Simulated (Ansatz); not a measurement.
CH6GeO, SMILES `O[CH2][GeH3]`. Total charge 0; spin multiplicity 1. All single points use the PBE0-D4/def2-TZVP geometry. It is one conformer, not always the lowest.

```xyz
9

O     0.609   -0.499   -1.482
C     0.538    0.408   -0.398
Ge   -0.774   -0.287    0.893
H     1.247   -0.170   -2.119
H     0.217    1.407   -0.719
H     1.505    0.516    0.110
H    -2.156   -0.397    0.232
H    -0.856    0.689    2.082
H    -0.332   -1.668    1.400
```

(1) What is the dipole moment at ωB97M-V/def2-TZVPP? (Estimate.)

(2) And with PBE, r2SCAN, B3LYP? (An estimate is asked.)

(3) Give the Mulliken charges with ωB97M-V, PBE, B3LYP in def2-TZVPP. (Estimate.)

## Answers

(1) Computed: 1.85 D, with components (1.19, 1.36, -0.39) D in this frame, pointing from negative to positive charge.

(2) Computed: PBE 1.85 D, r2SCAN 1.87 D, B3LYP 1.88 D.

(3) The calculation gave: 
```tsv
atom	ωB97M-V	PBE	B3LYP
O1	-0.32	-0.30	-0.34
C2	-0.19	-0.14	-0.12
Ge3	0.08	0.11	0.13
H4	0.17	0.18	0.18
H5	0.12	0.10	0.10
H6	0.12	0.10	0.10
H7	0.01	-0.01	-0.02
H8	0.00	-0.02	-0.02
H9	0.01	-0.01	-0.02
```

B3LYP here is the variant with VWN-RPA as its local correlation; programs differ in this.
